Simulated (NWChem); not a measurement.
Molecule: C3H2BrF; SMILES FC=C=CBr

```xyz
7

F      0.5691    -3.2456    -0.2840
C     -0.1447    -2.3942     0.4787
C     -0.5080    -1.2064     0.0691
C     -0.8888    -0.0203    -0.2963
Br     0.1713     1.5651     0.0025
H     -0.3825    -2.8088     1.4543
H     -1.8200     0.2121    -0.8010
```
Atoms are numbered in this order, from 1.

All runs: NWChem. Pople sets run with spherical d functions. Structure relaxed at the B3LYP/6-31G* (spherical d) level. GIAO values for the isolated, static molecule; σ is the absolute isotropic shielding, δ = σ(reference) − σ with the isolated reference molecule computed at the same levels (13C: tetramethylsilane, 19F: trichlorofluoromethane, 1H: tetramethylsilane). Spin-orbit effects, on the heavy nuclei and on their neighbours, are missing.

```
level                δ F1 (ppm)  δ C2 (ppm)  δ C3 (ppm)  δ C4 (ppm)  σ Br5 (ppm)  δ H6 (ppm)  δ H7 (ppm)
-------------------  ----------  ----------  ----------  ----------  -----------  ----------  ----------
B3LYP/6-31G*                [?]       129.2         [?]         [?]          [?]         [?]         [?]
BHandHLYP/pcSseg-1       -150.9       142.6       211.5       110.6       1980.3        7.49        6.69
Hartree-Fock/6-31G*      -132.2       128.6       195.3        94.5       2301.3        7.34        6.23
```

Question: Complete the blanks.

Answer: 
- B3LYP/6-31G*, δ F1 (ppm): -145.3
- B3LYP/6-31G*, δ C3 (ppm): 186.5
- B3LYP/6-31G*, δ C4 (ppm): 98.3
- B3LYP/6-31G*, σ Br5 (ppm): 2021.3
- B3LYP/6-31G*, δ H6 (ppm): 7.14
- B3LYP/6-31G*, δ H7 (ppm): 6.30
